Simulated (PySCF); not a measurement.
## Removal energies of Nb⁵⁺ from EOM-IP-GCCSD

Reference: closed-shell Nb⁵⁺, [Kr]; one electron is removed. Calculated with PySCF 2.14, two-component X2C-1e with screened spin-orbit coupling, x2c-TZVPPall-2c with one added diffuse shell each of s, p, d, f type (9s10p8d3f1g, 109 functions); frozen [Ne]; of the others 106 kept and the rest restored at second order. No Breit or QED terms. Binding energies in eV.

| level | Koopmans | second order | EOM-CCSD |
| --- | --- | --- | --- |
| 3d3/2 | 289.90 | 280.11 | 282.44 |
| 3d5/2 | 286.89 | 277.22 | 279.51 |
| 4s1/2 | 133.48 | 128.28 | 128.11 |
| 4p1/2 | 104.12 | 103.92 | 104.02 |
| 4p3/2 | 101.61 | 101.49 | 101.60 |

One-hole weights below 0.9, a sign of mixing with satellites: 4s1/2 (0.81).

In EOM-CCSD the overlap with the one-orbital guess is low for 3d3/2 (weight 0.89), 3d5/2 (weight 0.71). That can mean mixing with two-hole, one-particle states, where second order and EOM-CCSD lose accuracy, or only a rotation among the degenerate components of the shell; the terms of those configurations are not listed.

For comparison, the ionisation energy of Nb⁵⁺ is 102.07 eV (semi-empirical (NIST evaluation); NIST Atomic Spectra Database, ionization energies).

Gaps of this size point to the basis (9s10p8d3f1g), which has few functions of high l to correlate and polarise the inner shells.

Where second order misses EOM-CCSD by more than 1 eV, it overshoots the relaxation and correlation of that hole or particle, which higher orders damp.
